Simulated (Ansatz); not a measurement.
`CC1OB1N` and `CC1OB1O` differ in one atom or group.

Ansatz, PBE0-D4/def2-TZVP geometries, multiplicity 1. Each molecule was computed in one conformer, which needn't be the lowest.

```csv
property,`CC1OB1N`
HOMO energy (PBE/def2-TZVPP) / eV,-6.07
HOMO–LUMO gap (ωB97M-V/def2-TZVPP) / eV,11.76
LUMO energy (PBE0/def2-TZVPP) / eV,0.76
HOMO–LUMO gap (PBE/def2-TZVPP) / eV,6.04
size of the dipole moment (ωB97M-V/def2-TZVPP) / D,2.51
HOMO energy (ωB97M-V/def2-TZVPP) / eV,-9.74
```

(1) Give the same properties after the change, and the shifts. (Best estimate.)

Results:

(1) The calculation gave: 
```json
{"property": "HOMO energy (PBE/def2-TZVPP) / eV", "`CC1OB1O`": "-6.29", "shift": "-0.22"}
{"property": "HOMO–LUMO gap (ωB97M-V/def2-TZVPP) / eV", "`CC1OB1O`": "11.74", "shift": "-0.02"}
{"property": "LUMO energy (PBE0/def2-TZVPP) / eV", "`CC1OB1O`": "0.44", "shift": "-0.32"}
{"property": "HOMO–LUMO gap (PBE/def2-TZVPP) / eV", "`CC1OB1O`": "5.90", "shift": "-0.14"}
{"property": "size of the dipole moment (ωB97M-V/def2-TZVPP) / D", "`CC1OB1O`": "3.09", "shift": "0.58"}
{"property": "HOMO energy (ωB97M-V/def2-TZVPP) / eV", "`CC1OB1O`": "-9.98", "shift": "-0.24"}
```

With PBE0 the HOMO falls by 0.24 eV and the LUMO falls by 0.32 eV, so the gap narrows by about 0.08 eV. PBE moves the HOMO by -0.22 eV and ωB97M-V by -0.24 eV. Dipoles are sizes alone; their direction can turn.
